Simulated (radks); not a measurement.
Effect of the nuclear size on the mercury ion Hg+, [Xe] 4f14 5d10 6s1. Method: Dirac Kohn-Sham, relativistic LDA (MacDonald-Vosko exchange, VWN5 correlation), spin-unpolarised, spherical densities, finite nucleus; Fermi nuclear charge, rms radius 5.4648 fm; computed with a radial shooting solver on a logarithmic mesh with Libxc functionals. The rms radius is varied about that value; shifts are against it.

rms radius (fm)  total energy shift (eV)  density at nucleus (e/bohr^3)  1s1/2 shift (meV)  2s1/2 shift (meV)  5s1/2 shift (meV)  6s1/2 shift (meV)  6p1/2 (empty) shift (meV)  7s1/2 (empty) shift (meV)
4.7161                             -27.2                      2.431e+06             -10800              -1610              -18.8              -1.84                      0.170                     -0.182
5.1588                             -11.4                      2.343e+06              -4530               -675              -7.88             -0.773                      0.071                     -0.076
5.4648                                 0                      2.288e+06              0.000              0.000              0.000              0.000                      0.000                      0.000
5.6725                              7.95                      2.253e+06               3160                471               5.50              0.539                     -0.050                      0.053
6.5359                              42.8                      2.125e+06              17000               2540               29.6               2.91                     -0.267                      0.287

Slopes of the eigenvalues against <r^2> in GHz/fm^2, as finite differences over the two radii next to the reference (eigenvalue slopes, not the field-shift constants of lines): 1s1/2 334000, 2s1/2 49800, 5s1/2 582, 6s1/2 57.0, 6p1/2 (empty) -5.25, 7s1/2 (empty) 5.63.
